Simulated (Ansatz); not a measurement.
```yaml
crystal:
  periodic: [false, false, false]
  atoms:
    - {symbol: C, position_ang: [0.342091, 1.418234, 0.545189]}
    - {symbol: O, position_ang: [0.845890, 0.321013, -0.186839]}
    - {symbol: Si, position_ang: [0.293111, -1.201892, -0.130871]}
    - {symbol: F, position_ang: [1.150353, -1.972904, -1.220638]}
    - {symbol: Se, position_ang: [-1.923275, -1.343723, -0.572237]}
    - {symbol: H, position_ang: [0.573974, 1.320033, 1.610212]}
    - {symbol: H, position_ang: [0.820018, 2.321407, 0.164897]}
    - {symbol: H, position_ang: [-0.741845, 1.510641, 0.426554]}
    - {symbol: H, position_ang: [0.499335, -1.853374, 1.180499]}
    - {symbol: H, position_ang: [-1.776452, -0.570635, -1.813868]}
basis:
  gaussian: {orbitals: aug-cc-pVDZ, final_grid: {core_spheres: 5, valence_spheres: 4, degree: 11}}
magnetization: {spin_polarized: true, initial_magnetization: 4}
hamiltonian: {xc: {name: SPW92}}
accuracy: high
output: {forces: true}
```

```sh
$ ansatz run in.yaml --threads 4 --pin off --events-out ev --progress --plain --max-ram 10444MiB
```

It prints (some lines left out):

```
Functional definition: SPW92
3546 factors; integrals over basis functions are off by at most 4.6e-9 eV
mean field evaluation 1: about -78904.2534 eV, gradient 7.0e1 eV
mean field evaluation 2: about -78222.2506 eV, gradient 2.5e2 eV
mean field evaluation 4: about -78932.9295 eV, gradient 1.2e1 eV
mean field evaluation 8: about -78933.6399 eV, gradient 2.6e0 eV
mean field evaluation 16: about -78933.7454 eV, gradient 8.6e-2 eV
mean field evaluation 32: about -78933.7455 eV, gradient 3.0e-5 eV
mean field -78933.74551458 eV, -2900.7616444463 hartree, gradient 6.2e-8 eV, S^2 6.002011; 10 other end points of the search recorded, 0 dependent functions left out
reference -78933.74551936 eV, -2900.7616446222 hartree; 40, 36 occupied and 137, 141 virtual orbitals, 3546 factors
Total energy: -78933.74551936 eV, -2900.7616446222 hartree
Atom 0 at     0.342091     1.418234     0.545189 Å, force     0.577860     0.025646    -0.429480 eV/Å
Atom 1 at     0.845890     0.321013    -0.186839 Å, force     1.643201     3.448601     0.198797 eV/Å
Atom 2 at     0.293111    -1.201892    -0.130871 Å, force     0.853904    -0.483610     1.218250 eV/Å
Atom 3 at     1.150353    -1.972904    -1.220638 Å, force     1.259143    -1.331221    -1.337736 eV/Å
Atom 4 at    -1.923275    -1.343723    -0.572237 Å, force    -5.103510    -3.031398     2.510855 eV/Å
Atom 5 at     0.573974     1.320033     1.610212 Å, force     0.069530    -0.208642     0.613687 eV/Å
Atom 6 at     0.820018     2.321407     0.164897 Å, force     0.335206     0.427359    -0.272720 eV/Å
Atom 7 at    -0.741845     1.510641     0.426554 Å, force    -0.688006    -0.249933    -0.013680 eV/Å
Atom 8 at     0.499335    -1.853374     1.180499 Å, force     0.659500    -0.847254     1.164416 eV/Å
Atom 9 at    -1.776452    -0.570635    -1.813868 Å, force     0.393174     2.250454    -3.652389 eV/Å
Dipole moment:     0.473791     0.458885     0.616272 e Å
```

Q: What is wrong with this run?

A: The spin is set far too high for this molecule. Self-consistency was reached. The result belongs to that input, not to the molecule as meant.
